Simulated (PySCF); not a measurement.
**Hg⁺: ionisation energy**

Hg⁺ [Xe] 4f14 5d10 6s1 (2S) → Hg²⁺ [Xe] 4f14 5d10 (1S), as a difference of total energies. Calculation: PySCF 2.14, in cc-pVDZ-PP with ECP60MDF (4s4p3d1f, 38 functions); scalar relativity through the core potential. Correlated levels: valence: 5s2 5p6 frozen. The calculations carry no spin-orbit coupling.

**Question.** Order these methods by the ionisation energy they give, lowest first.
A. BP86
B. CCSD (valence)
C. MP2 (valence)
D. M06-L

**Answer.** B (18.025 eV), D (18.077 eV), C (18.194 eV), A (19.103 eV).

Errors of the correlated levels include the incompleteness of this basis and the frozen core.

For comparison: 18.757 eV (measured; NIST Atomic Spectra Database, ionization energies).
